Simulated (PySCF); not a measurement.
Vertical excitations of a molecule C3H4ClF from TDA-LC-ωPBE/def2-SVPD (PySCF), as energy in eV (oscillator strength): 7.24 (0.000), 7.68 (0.004), 8.66 (0.009), 8.82 (0.028), 9.01 (0.046), 9.18 (0.014), 9.47 (0.002), 9.64 (0.024), 9.70 (0.009), 9.77 (0.069). Lowest triplet (TDA): 6.43 eV. Geometry optimised at PBE0-D3(BJ)/def2-SVP. The values are those of a single conformer.

Q: Pick the molecule that these values belong to.
A) FC1(Cl)CC1
B) F[C@@H]1C[C@H]1Cl
C) C/C=C(\F)Cl
D) C/C(Cl)=C\F

A: B, F[C@@H]1C[C@H]1Cl
